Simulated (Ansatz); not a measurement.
`[SiH3][InH][SeH]` + `CF` → `F[CH2][InH][SiH3]` + H₂Se  (formal exchange of groups at the In–Se bond)

Gas-phase electronic energies from Ansatz, PBE0-D4/def2-TZVP geometries. CBS: MP2 limit from def2 TZ/QZ plus the TZ coupled-cluster correction, frozen cores. This one scheme is used for every species. Elements past krypton have def2 core potentials. For In, Se outer-core shells are correlated without core-valence functions, which leaves a few kJ/mol of doubt a bond. Scalar relativity is left out up to krypton. One conformer a species, not always the lowest.

`[SiH3][InH][SeH]`:

```xyz
8

Si    0.172   -1.069    1.301
In   -0.409    0.801   -0.353
Se    0.728    0.611   -2.589
H     1.110   -2.049    0.691
H    -1.061   -1.791    1.720
H     0.808   -0.499    2.520
H    -1.447    2.162   -0.183
H     0.099    1.833   -3.106
```

`CF`:

Z-matrix (Å, degrees):
```
C
F 1 1.376
H 1 1.092 2 109.1
H 1 1.092 2 109.1 3 -120.0
H 1 1.092 2 109.1 3 120.0
```

`F[CH2][InH][SiH3]`:

Cartesian coordinates in Å:
```
F -2.082 -0.965 -2.243
C -1.104 -0.125 -1.722
In -0.461 -0.745 0.272
Si 1.362 0.600 1.507
H -0.255 -0.121 -2.415
H -1.508 0.893 -1.696
H -1.199 -2.142 0.970
H 2.584 -0.236 1.685
H 0.898 1.008 2.863
H 1.765 1.833 0.777
```

H₂Se:

```xyz
3

Se    0.358   -0.583    0.024
H     0.458    0.711    0.707
H    -0.815   -0.128   -0.731
```

```csv
species,CCSD(T)/CBS(def2) energy (Eh)
`[SiH3][InH][SeH]`,-2882.62625
`CF`,-139.63461
`F[CH2][InH][SiH3]`,-620.29863
H₂Se,-2401.89790
```

Problem. Work out ΔE.

Solution. ΔE = (-620.29863) + (-2401.89790) − (-2882.62625) − (-139.63461) = 0.06433 Eh = +168.9 kJ/mol.

Largest T1 diagnostic among the species: 0.013.

From PBE to PBE0 (25 % exact exchange), in def2-TZVPP and without D4, ΔE moves by +7.3 kJ/mol. In def2-TZVPP, CCSD(T) changes the Hartree–Fock value by −19.3 kJ/mol (the triples alone add −1.1 kJ/mol) and MP2 by −11.5 kJ/mol.
